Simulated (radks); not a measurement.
All-electron atom: the erbium ion Er+ in [Xe] 4f12 6p1 (not the ground configuration).

Calculated with a radial shooting solver on a logarithmic mesh with Libxc functionals: scalar-relativistic Kohn-Sham, r2SCAN, spin-polarised, spherical densities, finite nucleus; open shells are filled with parallel spins first (spin-orbit coupling, left out, can overturn this in heavy ions); meta-GGA in the generalised Kohn-Sham scheme; Fermi nuclear charge, rms radius 5.2516 fm.

Energy parts (Ry):
| part | energy |
|---|---|
| total | -26172.0999 |
| kinetic | 28371.1348 |
| electron-nucleus | -64191.1129 |
| Hartree | 10203.7989 |
| exchange-correlation | -555.9208 |

Orbitals (lengths in bohr, moments of r in powers of bohr; r(90%) holds 90 % of the orbital's charge):
1s up: occ. 1; eigenvalue (Ry) -4222.658; <1/r> 77.54; r(90%) 0.0369
1s down: occ. 1; eigenvalue (Ry) -4222.658; <1/r> 77.54; r(90%) 0.0369
2s up: occ. 1; eigenvalue (Ry) -711.5789; <1/r> 18.07; r(90%) 0.134
2s down: occ. 1; eigenvalue (Ry) -711.5786; <1/r> 18.07; r(90%) 0.134
2p up: occ. 3; eigenvalue (Ry) -629.2082; <1/r> 16.67; r(90%) 0.125
2p down: occ. 3; eigenvalue (Ry) -629.2073; <1/r> 16.67; r(90%) 0.125
3s up: occ. 1; eigenvalue (Ry) -160.5564; <1/r> 6.673; r(90%) 0.330
3s down: occ. 1; eigenvalue (Ry) -160.4747; <1/r> 6.675; r(90%) 0.330
3p up: occ. 3; eigenvalue (Ry) -135.3728; <1/r> 6.227; r(90%) 0.336
3p down: occ. 3; eigenvalue (Ry) -135.2910; <1/r> 6.230; r(90%) 0.335
3d up: occ. 5; eigenvalue (Ry) -103.8178; <1/r> 5.893; r(90%) 0.317
3d down: occ. 5; eigenvalue (Ry) -103.7549; <1/r> 5.896; r(90%) 0.317
4s up: occ. 1; eigenvalue (Ry) -32.54720; <1/r> 2.805; r(90%) 0.730
4s down: occ. 1; eigenvalue (Ry) -32.37363; <1/r> 2.804; r(90%) 0.730
4p up: occ. 3; eigenvalue (Ry) -24.22741; <1/r> 2.568; r(90%) 0.784
4p down: occ. 3; eigenvalue (Ry) -24.05501; <1/r> 2.567; r(90%) 0.784
4d up: occ. 5; eigenvalue (Ry) -13.03315; <1/r> 2.267; r(90%) 0.878
4d down: occ. 5; eigenvalue (Ry) -12.86103; <1/r> 2.266; r(90%) 0.878
4f up: occ. 7; eigenvalue (Ry) -0.87231; <1/r> 1.657; r(90%) 1.42
4f down: occ. 5; eigenvalue (Ry) -0.71996; <1/r> 1.636; r(90%) 1.47
5s up: occ. 1; eigenvalue (Ry) -4.55170; <1/r> 1.057; r(90%) 1.81
5s down: occ. 1; eigenvalue (Ry) -4.47232; <1/r> 1.047; r(90%) 1.83
5p up: occ. 3; eigenvalue (Ry) -2.62142; <1/r> 0.8808; r(90%) 2.18
5p down: occ. 3; eigenvalue (Ry) -2.56974; <1/r> 0.8717; r(90%) 2.19
6p up: occ. 1; eigenvalue (Ry) -0.47521; <1/r> 0.2600; r(90%) 6.75

The highest occupied level is 6p up at -6.466 eV. The electron density at the nucleus is 9.193e+05 e/bohr^3 (large components only). The density falls to 0.001 e/bohr^3 at r = 4.67 bohr. Summed over all electrons, <r^2> = 61.79 bohr^2, which gives a Langevin (diamagnetic) susceptibility term of -48.9 x 10^-6 cm^3/mol.
